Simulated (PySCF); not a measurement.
Compound: C₇H₉FGe.
Numbering: `[CH2:1]=[C:2]([CH3:3])[C:4]1=[C:5]([F:6])[CH:7]=[CH:8][GeH2:9]1` (hydrogens: H10, H11 on C1; H12, H13, H14 on C3; H15 on C7; H16 on C8; H17, H18 on Ge9)

Computed by this run: PySCF, PBE0-D3(BJ)/def2-SVP geometry optimisation, gas phase; density fitting, grid level 1; the optimiser is geomeTRIC in internal coordinates, started from a GFN2-xTB structure with every atom displaced at random (about 0.01 Å).

Step 0: E = -66606.3957 eV
```
atom  x, y, z in Å  |  force x, y, z in eV/Å
C1     -1.7000    1.0257   -1.2558   -1.772   1.392  -1.319
C2     -1.3334    0.1070   -0.4001    1.344  -1.389   1.410
C3     -2.3241   -0.8578    0.1927    0.228   0.531   0.358
C4      0.1015    0.0269   -0.0265   -1.961   0.191  -0.574
C5      0.6503   -0.8568    0.8070    0.471  -0.680   0.872
F6     -0.0089   -1.8249    1.4776    0.235   0.383  -0.354
C7      2.0884   -0.7827    1.0783   -0.015   0.284  -0.339
C8      2.7862    0.1807    0.4441   -1.051  -0.211   0.042
Ge9     1.5230    1.1787   -0.6542    0.350  -0.538   0.176
H10    -2.7531    1.1522   -1.5516    0.228  -0.107   0.040
H11    -1.0233    1.7397   -1.6832    0.588   0.463  -0.318
H12    -2.0312   -1.8774   -0.0477   -0.067  -0.446  -0.081
H13    -3.3382   -0.6446   -0.1693    0.009  -0.090  -0.052
H14    -2.3166   -0.7766    1.2951   -0.055  -0.068  -0.160
H15     2.4971   -1.5115    1.7636    0.322  -0.301   0.334
H16     3.8282    0.3149    0.5916    1.178   0.151   0.118
H17     1.3912    2.6415   -0.3329   -0.110   0.565   0.290
H18     1.7856    1.0778   -2.1416    0.076  -0.131  -0.443
```

Step 1: E = -66606.5176 eV
```
atom  x, y, z in Å  |  force x, y, z in eV/Å
C1     -1.7435    1.0181   -1.3191    0.425  -0.250   0.112
C2     -1.3393    0.1251   -0.3867   -0.242   0.275  -0.151
C3     -2.3358   -0.8102    0.2404    0.027  -0.180  -0.035
C4      0.0519    0.0740    0.0342    0.427   0.010   0.090
C5      0.6648   -0.8564    0.8122   -0.164   0.091  -0.513
F6      0.0448   -1.9355    1.2858   -0.032  -0.103   0.355
C7      2.1091   -0.7957    1.0700    0.073  -0.007   0.179
C8      2.8028    0.2011    0.4896    0.184  -0.024  -0.105
Ge9     1.5282    1.2190   -0.5730   -0.095   0.081  -0.103
H10    -2.7743    1.0383   -1.6605   -0.227   0.078  -0.042
H11    -1.0389    1.7012   -1.8078   -0.081  -0.012   0.076
H12    -2.0719   -1.8646    0.0520   -0.023   0.104  -0.004
H13    -3.3454   -0.6272   -0.1524    0.013   0.010   0.013
H14    -2.3569   -0.6910    1.3340   -0.004   0.020   0.027
H15     2.5451   -1.5645    1.7213   -0.033   0.034  -0.084
H16     3.8904    0.3121    0.5865   -0.241   0.011   0.062
H17     1.4441    2.7285   -0.2463   -0.040  -0.188   0.019
H18     1.7474    1.0406   -2.0929    0.033   0.048   0.105
```

Step 2: E = -66606.5484 eV
```
atom  x, y, z in Å  |  force x, y, z in eV/Å
C1     -1.7343    1.0342   -1.3087   -0.006  -0.048   0.037
C2     -1.3394    0.1184   -0.4008   -0.081   0.141   0.025
C3     -2.3280   -0.8304    0.2205    0.006   0.005  -0.021
C4      0.0587    0.0513    0.0061   -0.041  -0.297   0.030
C5      0.6564   -0.8709    0.8026    0.220   0.182   0.084
F6      0.0543   -1.8935    1.4159   -0.193   0.092  -0.124
C7      2.1006   -0.7936    1.0641    0.098   0.039   0.060
C8      2.7946    0.1922    0.4670    0.033  -0.017  -0.024
Ge9     1.5233    1.1973   -0.6045    0.006  -0.088  -0.111
H10    -2.7753    1.1102   -1.6334    0.012  -0.019   0.025
H11    -1.0249    1.7331   -1.7611   -0.014   0.009  -0.011
H12    -2.0700   -1.8770    0.0012    0.009  -0.010  -0.009
H13    -3.3427   -0.6347   -0.1511   -0.007  -0.004  -0.001
H14    -2.3316   -0.7351    1.3175    0.001   0.008  -0.016
H15     2.5340   -1.5388    1.7398    0.004  -0.030  -0.033
H16     3.8712    0.3222    0.5907   -0.019   0.010   0.036
H17     1.4117    2.6904   -0.2621   -0.047  -0.010   0.054
H18     1.7641    1.0376   -2.1164    0.018   0.037   0.000
```

Task: Estimate the geometry and energy of step 3. (The exact step hangs on the optimiser's Hessian estimate; all steps are aligned on step 2, rigid shifts and turns removed.)

Result: E = -66606.5541 eV, largest force 0.329 eV/Å
```
atom  x, y, z in Å  |  force x, y, z in eV/Å
C1     -1.7426    1.0407   -1.2968   -0.125   0.073  -0.003
C2     -1.3357    0.1177   -0.4055    0.048  -0.042   0.125
C3     -2.3223   -0.8378    0.2074   -0.016   0.030   0.032
C4      0.0692    0.0365   -0.0131    0.060   0.023  -0.204
C5      0.6707   -0.8632    0.7996   -0.237   0.027   0.227
F6      0.0067   -1.8307    1.4399    0.148  -0.131   0.012
C7      2.1150   -0.7988    1.0745   -0.154   0.077  -0.084
C8      2.8017    0.1832    0.4625    0.017  -0.001   0.031
Ge9     1.5312    1.1765   -0.6266    0.017  -0.096  -0.082
H10    -2.7951    1.1191   -1.5897    0.099  -0.013   0.002
H11    -1.0491    1.7545   -1.7482    0.022   0.012  -0.033
H12    -2.0681   -1.8800   -0.0320    0.009  -0.037  -0.001
H13    -3.3394   -0.6334   -0.1528   -0.004   0.001  -0.012
H14    -2.3170   -0.7586    1.3056   -0.006  -0.010  -0.026
H15     2.5431   -1.5374    1.7592    0.009  -0.016  -0.001
H16     3.8709    0.3309    0.6055    0.098   0.006  -0.007
H17     1.3914    2.6592   -0.2679   -0.010   0.073   0.055
H18     1.7920    1.0346   -2.1344    0.026   0.024  -0.031
```

The energy changes by -0.0056 eV. The first-order estimate −F·Δx gives -0.0290 eV and the mean of the old and new forces, exact on a quadratic surface, -0.0059 eV. The step makes an angle of 68° with the force vector and moves no atom by more than 0.082 Å.

What follows is the cost of the whole optimisation. On one thread of an Intel Xeon at 2.50 GHz (shared host), this took 7.4 min wall and 0.89 GiB of memory at its peak.
